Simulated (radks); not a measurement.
Results of a calculation; reference values are marked as such.
Ir23+, configuration [Kr] 4d10 4f8.

Level of theory: scalar-relativistic Kohn-Sham, PBE, spin-polarised, spherical densities, finite nucleus; open shells are filled with parallel spins first (spin-orbit coupling, left out, can overturn this in heavy ions); Fermi nuclear charge, rms radius 5.4032 fm (a radial shooting solver on a logarithmic mesh with Libxc functionals).

Energy parts (eV):
part                       energy
total                  -478935.59
kinetic                 532860.50
electron-nucleus      -1151783.93
Hartree                 148720.69
exchange-correlation     -8732.85

Orbitals (lengths in bohr, moments of r in powers of bohr; r(90%) holds 90 % of the orbital's charge):
orbital,occ.,eigenvalue (eV),<r^4>,<1/r>,r(90%),<r>
1s up,1,-76767.63,4.811e-07,92.15,0.0318,0.01744
1s down,1,-76767.65,4.811e-07,92.15,0.0318,0.01744
2s up,1,-13978.54,0.00007126,21.59,0.114,0.07362
2s down,1,-13978.36,0.00007124,21.59,0.114,0.07362
2p up,3,-12234.54,0.00005702,19.36,0.108,0.06624
2p down,3,-12234.41,0.00005700,19.36,0.108,0.06624
3s up,1,-3779.075,0.002578,8.008,0.279,0.1903
3s down,1,-3773.363,0.002568,8.018,0.279,0.1901
3p up,3,-3268.604,0.002801,7.345,0.286,0.1911
3p down,3,-3262.825,0.002788,7.355,0.285,0.1909
3d up,5,-2706.182,0.002151,6.923,0.268,0.1731
3d down,5,-2701.786,0.002137,6.932,0.268,0.1728
4s up,1,-1296.898,0.05247,3.517,0.589,0.4131
4s down,1,-1287.638,0.05274,3.510,0.590,0.4136
4p up,3,-1123.840,0.06628,3.218,0.626,0.4347
4p down,3,-1114.973,0.06674,3.210,0.627,0.4354
4d up,5,-912.7403,0.08143,2.937,0.663,0.4495
4d down,5,-904.0086,0.08236,2.927,0.664,0.4507
4f up,7,-680.0881,0.09249,2.637,0.689,0.4480
4f down,1,-670.6568,0.09504,2.627,0.693,0.4504
5s up,0,-614.2446,0.6826,1.751,1.11,0.7993
5s down,0,-609.7574,0.6927,1.741,1.12,0.8026
5p up,0,-550.1134,0.8893,1.617,1.19,0.8518
5p down,0,-546.1073,0.9026,1.608,1.19,0.8553

The highest occupied level is 4f down at -670.66 eV. Spin moment in Bohr magnetons: 6. The electron density at the nucleus is 1.946e+06 e/bohr^3 (large components only). For comparison, the ionisation energy in NIST's Atomic Spectra Database is 720 eV (theoretical). In exact Kohn-Sham theory the highest level is minus the ionisation energy, but local and semilocal functionals leave it too shallow, through self-interaction and a potential that decays too fast; potentials with the right tail come closer.
